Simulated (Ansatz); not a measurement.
Ansatz (a program for electronic structure) input (B3LYP/def2-TZVPD):

Ansatz 0.2 input:
```yaml
crystal:
  periodic: [false, false, false]
  atoms:
    - {symbol: Si, position_ang: [0.05621184, 0.06010527, -0.02970235]}
    - {symbol: O, position_ang: [1.30246562, -0.64783037, -0.77372147]}
    - {symbol: O, position_ang: [0.41205874, 0.77162967, 1.40240846]}
    - {symbol: O, position_ang: [-0.79084152, 1.12826139, -0.92231548]}
    - {symbol: N, position_ang: [-0.90931770, -1.36128719, 0.18150904]}
    - {symbol: H, position_ang: [1.24866779, 0.53714127, 1.81170386]}
    - {symbol: H, position_ang: [-1.02809362, 1.96162156, -0.50874294]}
    - {symbol: H, position_ang: [-1.42901427, -1.72612021, -0.60462414]}
    - {symbol: H, position_ang: [-0.60276433, -2.10159171, 0.79596054]}
basis:
  gaussian:
    orbitals: def2-TZVPD
hamiltonian:
  xc: {name: B3LYP}
magnetization: {spin_polarized: true, initial_magnetization: 1}
output: {forces: true}
```

Output:

```
Functional definition: B3LYP
integrals: 0.17 GiB planned
1224 factors; their error is unknown
mean field: 1.96 GiB planned
mean field evaluation 1: about -15566.3206 eV, gradient 6.8e1 eV
mean field evaluation 2: about -15540.7256 eV, gradient 1.1e2 eV
mean field evaluation 4: about -15580.5518 eV, gradient 1.4e1 eV
mean field evaluation 8: about -15581.3022 eV, gradient 2.1e-1 eV
mean field evaluation 16: about -15581.3186 eV, gradient 6.8e-4 eV
mean field evaluation 32: about -15580.6936 eV, gradient 6.7e0 eV
mean field -15581.31863448 eV, -572.6028984201 hartree, gradient 3.1e-5 eV, S^2 0.758026; 2 other end points of the search recorded, 0 dependent functions left out
the calculation of the forces begins
reference -15581.31892626 eV, -572.6029091426 hartree; 25, 24 occupied and 211, 212 virtual orbitals, 1224 factors
Total energy: -15581.31892626 eV, -572.6029091426 hartree
Atom 0 at     0.056212     0.060105    -0.029702 Å, force     0.010770    -0.005057     0.004343 eV/Å
Atom 1 at     1.302466    -0.647830    -0.773721 Å, force     0.025615    -0.017298    -0.023106 eV/Å
Atom 2 at     0.412059     0.771630     1.402408 Å, force    -0.002541     0.015269     0.019105 eV/Å
Atom 3 at    -0.790842     1.128261    -0.922315 Å, force    -0.014022     0.019469    -0.015929 eV/Å
Atom 4 at    -0.909318    -1.361287     0.181509 Å, force    -0.001089    -0.003044    -0.003339 eV/Å
Atom 5 at     1.248668     0.537141     1.811704 Å, force     0.023255     0.006551     0.028586 eV/Å
Atom 6 at    -1.028094     1.961622    -0.508743 Å, force    -0.016851     0.033916    -0.011373 eV/Å
Atom 7 at    -1.429014    -1.726120    -0.604624 Å, force    -0.017702    -0.023221    -0.005469 eV/Å
Atom 8 at    -0.602764    -2.101592     0.795961 Å, force    -0.007435    -0.026586     0.007181 eV/Å
Dipole moment:    -0.265204    -0.118158     0.415258 e Å
```

It need not be the lowest isomer of its formula.
